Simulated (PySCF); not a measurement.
**Working out the ionisation energy of Sc**

Sc [Ar] 3d1 4s2 (2D) → Sc⁺ [Ar] 3d1 4s1 (3D). All numbers are calculated (PySCF 2.14, no relativity, point nucleus, in aug-cc-pVTZ). Frozen: [Ar]. Energies in hartree (1 hartree = 27.21139 eV):

```json
{"part": "UHF", "Sc (lower)": "-759.739645", "Sc⁺ (upper)": "-759.542599"}
{"part": "MP2 opposite-spin", "Sc (lower)": "-0.026387", "Sc⁺ (upper)": "0.000000"}
{"part": "MP2 same-spin", "Sc (lower)": "-0.003082", "Sc⁺ (upper)": "-0.003293"}
```

**Question.** What does Hartree-Fock give?

**Answer.** (-759.542599) − (-759.739645) = 0.197046 hartree = 5.362 eV.

**Question.** What do MP2 and SCS-MP2 (6/5 opposite-spin, 1/3 same-spin) give?

**Answer.** The opposite-spin parts differ by 0.718 eV and the same-spin parts by -0.006 eV. MP2: 5.362 + (0.718) + (-0.006) = 6.074 eV. SCS-MP2: 5.362 + 1.2 × (0.718) + (-0.006)/3 = 6.222 eV.

Measured between the centres of the two terms (NIST): 6.562 eV, so MP2 (valence) is off by -0.488 eV.

The calculation is non-relativistic.

What remains against the reference includes basis incompleteness, the frozen core and correlation beyond second order.
